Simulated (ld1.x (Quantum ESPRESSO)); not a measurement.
**Transferability test, TM potential for S (Z = 16)**

- Element: S
- Generator: ld1.x (Quantum ESPRESSO) 7.5
- Type: norm-conserving Troullier–Martins (Kleinman–Bylander form)
- Functional: LDA (PZ)
- Relativity: non-relativistic
- Frozen core: [Ne]
- Valence charge: 6
- Reference configuration: 3s2 3p3.75 (charge +0.25)
- Partial waves: 3p (bound): rc 1.50 bohr; 3s (bound): rc 1.05 bohr
- Local potential: the s channel
- Core correction: a·sin(br)/r model core, default radius (core density twice the valence density)

Energies are relative to the spin-unpolarised reference configuration 3s2 3p3.75; without spin polarisation the order of configurations can differ from experiment. Spin-polarised rows fill each open shell by Hund’s rule, majority spin first. The frozen-core shift is the all-electron ΔE with the core orbitals held at their reference shape minus the fully relaxed ΔE.

(1) Give the all-electron excitation energy and the error of the potential for: 3s2 3p4; 3s2 3p3; 3s2 3p2; 3s2 3p1; 3s2 3p3.5; 3s0 3p6; 3s1 3p5; 3s2 3p3.75 (spin-polarised); 3s2 3p4 (spin-polarised).

Answers

(1)

```tsv
valence configuration	charge	ΔE all-electron (eV)	error AE − PS (meV)	frozen-core shift (meV)
3s2 3p4	0	-2.065	+0.2	+0.1
3s2 3p3	+1	9.811	+3.6	+0.7
3s2 3p2	+2	32.197	+30	+8.5
3s2 3p1	+3	66.363	+107	+39
3s2 3p3.5	+0.5	2.651	+0.3	+0.1
3s0 3p6	0	18.277	-12	+0.8
3s1 3p5	0	8.045	-3.0	+0.2
3s2 3p3.75 (spin-polarised)	+0.25	-0.940	+15	+1.0
3s2 3p4 (spin-polarised)	0	-2.771	+12	+0.8
```
